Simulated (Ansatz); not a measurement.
Start from `CBCO` and change one atom or group to get `BCBC`.

Ansatz, PBE0-D4/def2-TZVP geometries, multiplicity 1. Each molecule was computed in one conformer, which needn't be the lowest.

| property | `CBCO` |
| --- | --- |
| LUMO energy (ωB97M-V/def2-TZVPP) / eV | 0.95 |
| HOMO energy (PBE/def2-TZVPP) / eV | -6.12 |
| HOMO energy (PBE0/def2-TZVPP) / eV | -7.80 |
| HOMO–LUMO gap (PBE/def2-TZVPP) / eV | 4.12 |
| HOMO energy (ωB97M-V/def2-TZVPP) / eV | -10.25 |
| HOMO–LUMO gap (B3LYP/def2-TZVPP) / eV | 6.31 |

Question: What does the change do to each property? (Best estimate.)

Answer: Ansatz gave: 
```csv
property,`BCBC`,shift
LUMO energy (ωB97M-V/def2-TZVPP) / eV,0.21,-0.74
HOMO energy (PBE/def2-TZVPP) / eV,-7.33,-1.21
HOMO energy (PBE0/def2-TZVPP) / eV,-8.68,-0.88
HOMO–LUMO gap (PBE/def2-TZVPP) / eV,4.61,0.49
HOMO energy (ωB97M-V/def2-TZVPP) / eV,-10.98,-0.73
HOMO–LUMO gap (B3LYP/def2-TZVPP) / eV,6.55,0.24
```

With PBE0 the HOMO falls by 0.88 eV and the LUMO falls by 0.74 eV, so the gap widens by about 0.14 eV. PBE moves the HOMO by -1.21 eV and ωB97M-V by -0.73 eV. The zero-point energy changes by 17.1 kJ/mol with +3 modes.

B3LYP here is the variant with VWN-RPA as its local correlation; programs differ in this.
